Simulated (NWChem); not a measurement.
System meant: SiNH$_{5}$Se; SMILES N[Se][SiH3]

NWChem input:

```
start job
memory heap 200 mb stack 900 mb global 1100 mb
geometry units angstroms noautoz
  Se     0.487097     0.570326     0.006026
  N     -1.295717     1.174450     0.000686
  H     -1.425744     1.762943    -0.821269
  H     -1.431639     1.760112     0.823719
  Si    -0.166031    -1.617529     0.001870
  H      1.087985    -2.432629     0.005303
  H     -0.965951    -1.928597    -1.218790
  H     -0.974094    -1.930700     1.216583
end
basis spherical
  Se library def2-svp
  N library def2-svp
  H library def2-svp
  Si library def2-svp
end
dft
  odft
  mult 2
  xc xpbe96 cpbe96
  iterations 150
  mulliken
end
task dft energy
```

End of the output:

```
 Summary of "ao basis" -> "" (spherical)
 ------------------------------------------------------------------------------
       Tag                 Description            Shells   Functions and Types
 ---------------- ------------------------------  ------  ---------------------
 Se                         def2-svp                12       32   5s4p3d
 N                          def2-svp                 6       14   3s2p1d
 H                          def2-svp                 3        5   2s1p
 Si                         def2-svp                 8       18   4s3p1d

  pbe96 is a nonlocal functional; adding pw91lda local functional.

                                 NWChem DFT Module
                                 -----------------

 Summary of "ao basis" -> "ao basis" (spherical)
 ------------------------------------------------------------------------------
       Tag                 Description            Shells   Functions and Types
 ---------------- ------------------------------  ------  ---------------------
 Se                         def2-svp                12       32   5s4p3d
 N                          def2-svp                 6       14   3s2p1d
 H                          def2-svp                 3        5   2s1p
 Si                         def2-svp                 8       18   4s3p1d

      Symmetry analysis of basis
      --------------------------

        a'         59
        a"         30

  number of electrons :                   60
  multiplicity        :                    2
 ------------------------------------------------------------------------
  no. of electrons and multiplicity not compatible                  60
 ------------------------------------------------------------------------
 ------------------------------------------------------------------------
  current input line :
    26: task dft energy
 ------------------------------------------------------------------------
 ------------------------------------------------------------------------
 There is an error in the input file
 ------------------------------------------------------------------------
 For more information see the NWChem manual at https://nwchemgit.github.io

0: no. of electrons and multiplicity not compatible:Received an Error in Communication
```

Question: What is wrong, and how is it mended?

Answer: The program refused the input. Cause: the multiplicity doesn't fit the number of electrons (an even count wants an odd multiplicity, and the reverse). This input runs:
```
start job
memory heap 200 mb stack 900 mb global 1100 mb
geometry units angstroms noautoz
  Se     0.487097     0.570326     0.006026
  N     -1.295717     1.174450     0.000686
  H     -1.425744     1.762943    -0.821269
  H     -1.431639     1.760112     0.823719
  Si    -0.166031    -1.617529     0.001870
  H      1.087985    -2.432629     0.005303
  H     -0.965951    -1.928597    -1.218790
  H     -0.974094    -1.930700     1.216583
end
basis spherical
  Se library def2-svp
  N library def2-svp
  H library def2-svp
  Si library def2-svp
end
dft
  xc xpbe96 cpbe96
  iterations 150
  mulliken
end
task dft energy
```
It converges to -2747.78437 Ha (PBE/def2-SVP).
